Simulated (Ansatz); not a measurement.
ClMg (SMILES [Mg][Cl]), doublet, geometry from GFN2-xTB (such geometries of metal compounds can be far from the true shape) (the spin is typed, not shown lowest); Ansatz (a first-principles code) with SVWN5/6-311G**.

Ansatz was given this input:
Ansatz 0.2 input:
```yaml
crystal:
  periodic: [false, false, false]
  atoms:
    - {symbol: Mg, position_ang: [-0.00000000, -0.00000000, -1.26784659]}
    - {symbol: Cl, position_ang: [0.00000000, 0.00000000, 0.89495053]}
basis:
  gaussian:
    orbitals: 6-311G__.json
    final_grid: {core_spheres: 4, valence_spheres: 8, degree: 17}
hamiltonian:
  xc: {name: SVWN5}
magnetization: {spin_polarized: true, initial_magnetization: 1}
```
The basis file holds 6-311G** in the JSON format of the Basis Set Exchange.

The log (banner, timings and long lists left out):

```
Functional definition: SVWN5
511 factors; their error is unknown
mean field evaluation 1: about -17901.3314 eV, gradient 1.5e1 eV
mean field evaluation 2: about -17893.6483 eV, gradient 3.9e1 eV
mean field evaluation 4: about -17902.8000 eV, gradient 1.3e0 eV
mean field evaluation 8: about -17902.8007 eV, gradient 8.6e-3 eV
mean field -17902.80075006 eV, -657.9157926105 hartree, gradient 5.5e-5 eV, S^2 0.750539; 0 other end points of the search recorded, 0 dependent functions left out
reference -17902.80077909 eV, -657.9157936772 hartree; 15, 14 occupied and 39, 40 virtual orbitals, 511 factors
Total energy: -17902.80077909 eV, -657.9157936772 hartree
```
